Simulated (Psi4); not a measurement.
Approach curve of the dimer BCl3 ··· H4OSi (SMILES ClB(Cl)Cl and O[SiH3]). Monomers: optimised at B3LYP-D3(BJ) (def2-TZVP), held rigid. Orientation: a random orientation, not optimised. R is the distance of the centres of mass, along which the second monomer moves.

Geometry at R = 6.10 Å (first 4 atoms: monomer A):
```
10

Cl    -0.9241    -1.4805     0.0029
B      0.0001     0.0000     0.0009
Cl    -0.8204     1.5404     0.0026
Cl     1.7444    -0.0600    -0.0064
Si    -0.7550     4.9876     2.4024
O     -1.2298     6.5681     2.4864
H     -1.1852     4.3697     3.6717
H      0.7169     4.8657     2.2555
H     -1.3899     4.2859     1.2591
H     -1.0371     7.1465     1.7450
```

Methods: SCS-MP2/aug-cc-pVDZ = DF-SCS-MP2/aug-cc-pVDZ, frozen core, counterpoise-corrected in Psi4 1.11; SAPT0/jun-cc-pVDZ, frozen core (Psi4).

Interaction energies in kJ/mol:

```csv
R / Å,SCS-MP2/aug-cc-pVDZ
5.52,9.77
5.68,4.35
5.92,0.41
6.10,-0.78
6.32,-1.28
6.53,-1.30
6.77,-1.14
7.13,-0.83
7.64,-0.49
8.28,-0.26
9.27,-0.11
10.58,-0.04
```

Question: What does SAPT0/jun-cc-pVDZ give at the same points?

Answer: 5.52: 9.22; 5.68: 4.19; 5.92: 0.52; 6.10: -0.60; 6.32: -1.08; 6.53: -1.12; 6.77: -1.00; 7.13: -0.74; 7.64: -0.45; 8.28: -0.25; 9.27: -0.11; 10.58: -0.05 (kJ/mol).
